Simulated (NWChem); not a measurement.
ammonia (NH$_{3}$); SMILES N

```xyz
4

N      0.0000     0.0000     0.1315
H      0.6642     0.6642    -0.2639
H      0.2431    -0.9073    -0.2639
H     -0.9073     0.2431    -0.2639
```
Atoms are numbered in this order, from 1.

STO-3G and 3-21G are far too small for this property and stand as cheap habits. All runs use the structure optimised with B3LYP/6-31G* (spherical d). Not confirmed as a minimum by frequencies.

Q: Give the principal values of the shielding tensors (ppm) of N1 from Hartree-Fock/STO-3G, GIAO (NWChem), with their diamagnetic and paramagnetic parts as GIAO splits them.

A: 
| atom | σ11 | σ22 | σ33 | isotropic | diamagnetic | paramagnetic |
|---|---|---|---|---|---|---|
| N1 | 294.6 | 313.2 | 313.2 | 307.0 | 309.7 | -2.7 |
